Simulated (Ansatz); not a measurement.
Consider the β-hydride elimination: `COB(O)F` → `OBF` + `C=O`.

Program: Ansatz. Geometries: PBE0-D4/def2-TZVP. ΔE: electronic, gas phase. CBS: MP2 limit from def2 TZ/QZ plus the TZ coupled-cluster correction, frozen cores. This one scheme is used for every species. Functionals use def2-TZVPP. B3LYP here is the variant with VWN-RPA as its local correlation; programs differ in this. One conformer a species, not always the lowest.

`COB(O)F`:

```xyz
9

C     0.249   -1.310   -0.277
O     0.328   -0.359    0.766
B    -0.050    0.920    0.599
O    -0.536    1.395   -0.581
F     0.066    1.738    1.650
H     1.250   -1.699   -0.474
H    -0.157   -0.876   -1.192
H    -0.389   -2.134    0.048
H    -0.761    2.326   -0.539
```

`OBF`:

Cartesian coordinates in Å:
```
O -0.251 -0.059 0.971
B -0.106 -0.168 -0.361
F 0.797 0.573 -1.002
H 0.346 0.583 1.369
H -0.786 -0.929 -0.976
```

`C=O`:

Cartesian coordinates in Å:
```
C 0.002 0.002 0.004
O -0.412 -0.509 -0.994
H 1.053 0.341 0.099
H -0.643 0.166 0.891
```

| level | ΔE (kcal/mol) | difference from CCSD(T)/CBS |
| --- | --- | --- |
| LDA (SPW92) | 66.2 | 11.2 |
| PBE-D4 | 53.6 | -1.4 |
| r2SCAN-D4 | 57.1 | 2.1 |
| B97M-V | 56.1 | 1.1 |
| PBE-QIDH | 58.5 | 3.5 |
| PBE0 | 56.4 | 1.4 |
| B3LYP | 51.0 | -4.0 |
| r2SCANh | 57.9 | 2.9 |
| HF/def2-QZVPP | 51.5 | -3.5 |
| MP2/def2-QZVPP | 55.9 | 0.9 |
| CCSD(T)/CBS | 55.0 | 0 |

Largest T1 diagnostic among the species: 0.015.

From BLYP to BHLYP (50 % exact exchange), in def2-TZVPP and without D4, ΔE moves by +10.1 kcal/mol. Leaving LDA and LC-ωPBE aside and taking each functional with its dispersion term where it has one, the values, not all of them listed here, spread over 10.9 kcal/mol, from BLYP-D4 to r2SCAN0-D4. LDA lies +14.0 kcal/mol from PBE without D4.
